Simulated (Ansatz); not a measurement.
One change: `CO[SiH2]Cl` becomes `CO[SiH](Cl)O[SiH3]`.

Ansatz, PBE0-D4/def2-TZVP geometries, multiplicity 1. Each molecule was computed in one conformer, which needn't be the lowest.

```
                                          property  `CO[SiH2]Cl`
             HOMO–LUMO gap (B3LYP/def2-TZVPP) / eV          8.71
                 HOMO energy (PBE/def2-TZVPP) / eV         -7.14
             LUMO energy (ωB97M-V/def2-TZVPP) / eV          2.22
               HOMO–LUMO gap (PBE/def2-TZVPP) / eV          6.74
size of the dipole moment (ωB97M-V/def2-TZVPP) / D          1.52
               LUMO energy (B3LYP/def2-TZVPP) / eV          0.28
```

Problem. Give the same properties after the change, and the shifts. (An estimate is asked.)

Solution. Ansatz gave: 
```json
{"property": "HOMO–LUMO gap (B3LYP/def2-TZVPP) / eV", "`CO[SiH](Cl)O[SiH3]`": "8.44", "shift": "-0.27"}
{"property": "HOMO energy (PBE/def2-TZVPP) / eV", "`CO[SiH](Cl)O[SiH3]`": "-7.16", "shift": "-0.02"}
{"property": "LUMO energy (ωB97M-V/def2-TZVPP) / eV", "`CO[SiH](Cl)O[SiH3]`": "1.86", "shift": "-0.36"}
{"property": "HOMO–LUMO gap (PBE/def2-TZVPP) / eV", "`CO[SiH](Cl)O[SiH3]`": "6.42", "shift": "-0.32"}
{"property": "size of the dipole moment (ωB97M-V/def2-TZVPP) / D", "`CO[SiH](Cl)O[SiH3]`": "1.36", "shift": "-0.16"}
{"property": "LUMO energy (B3LYP/def2-TZVPP) / eV", "`CO[SiH](Cl)O[SiH3]`": "-0.05", "shift": "-0.33"}
```

With PBE0 the HOMO falls by 0.07 eV and the LUMO falls by 0.33 eV, so the gap narrows by about 0.26 eV. PBE moves the HOMO by -0.02 eV and ωB97M-V by -0.13 eV. Dipoles are sizes alone; their direction can turn.

B3LYP here is the variant with VWN-RPA as its local correlation; programs differ in this.
